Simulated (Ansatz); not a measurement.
## Ligand exchange: GaH(CH3)F + B(CH3)2(SH) → GaH(CH3)(SH) + B(CH3)2F

Species: GaH(CH3)F, singlet; B(CH3)2(SH), singlet; GaH(CH3)(SH), singlet; B(CH3)2F, singlet. The partners trade F for SH: Ga–F and B–SH bonds give way to Ga–SH and B–F.

Shapes, held fixed at every level: PBE0-D4/def2-TZVP. Flexible molecules stand in one conformer, not always the lowest. Programs: Ansatz 0.2.0. Electronic energies: no zero-point or thermal term.

| level | kind | ΔE (kJ/mol) | less CCSD(T)/def2-TZVPP |
| --- | --- | --- | --- |
| HF/def2-SVP | Hartree–Fock | -75.2 | -12.8 |
| SPW92/def2-TZVPP | LDA | -64.0 | -1.6 |
| r2SCAN-D4/def2-TZVPP | meta-GGA | -61.5 | +0.9 |
| r2SCAN0-D4/def2-TZVPP | global hybrid | -65.6 | -3.2 |
| wB97X-V/def2-TZVPP | range-separated hybrid | -60.1 | +2.3 |
| B2PLYP/def2-TZVPP | double hybrid | -62.1 | +0.3 |
| CCSD(T)/def2-TZVPP | coupled cluster or CI | -62.4 | 0.0 |

The highest level, CCSD(T)/def2-TZVPP, gives ΔE = -62.4 kJ/mol; the levels span -75.2 to -60.1. The column of differences is taken from that level and isn't an error. No measured value is set beside it here. Relativity is left out for Ga. Outer-core shells of Ga are correlated in most correlated rows, in sets that cover them unevenly.
